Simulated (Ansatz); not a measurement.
Calculated with Ansatz (gas phase, PBE0-D4/def2-TZVP geometries, no zero-point term in ΔE). CCSD(T)/CBS adds triple-zeta CCSD(T) − MP2 to the extrapolated MP2 energy (def2 sets, frozen cores). This one scheme is used for every species, atoms too. DFT in def2-TZVPP. B3LYP here is the variant with VWN-RPA as its local correlation; programs differ in this. No spin–orbit coupling; open shells (•) take unrestricted orbitals. Spin–orbit coupling would lower the free atoms: a little for F, O, Si. One conformer a species, not always the lowest.

`O[SiH](F)O[SiH2]F` → 2 F• + 4 H• + 2 O• + 2 Si•  (atomization)

CCSD(T)/CBS gives +4087.9 kJ/mol.

Q: Another level gave +4021.5 kJ/mol. Which?
A. BHLYP/def2-TZVPP
B. CCSD/def2-TZVPP
C. PBE0-D4/def2-TZVPP
D. B3LYP-D4/def2-TZVPP

A: D. B3LYP-D4 4021.5, CCSD/def2-TZVPP 3904.1, BHLYP 3879.0, PBE0-D4 3973.7 kJ/mol.

Largest T1 diagnostic among the species: 0.012.

From r2SCAN to r2SCAN0 (25 % exact exchange), in def2-TZVPP and without D4, ΔE moves by −87.0 kJ/mol: exact exchange takes away binding that semilocal exchange gives to molecules. The D4 term adds +34.7 kJ/mol with B3LYP and +18.2 kJ/mol with PBE0; it sums over pairs of atoms, weighted by their polarisabilities, and B3LYP, whose exchange is more repulsive, gets the larger term.

For atomizations the MP2-based limit and the directly extrapolated one differ by several kJ/mol either way, and by 10 to 25 for some Ge, Se and Sn compounds, so smaller differences from it don't rank the levels.
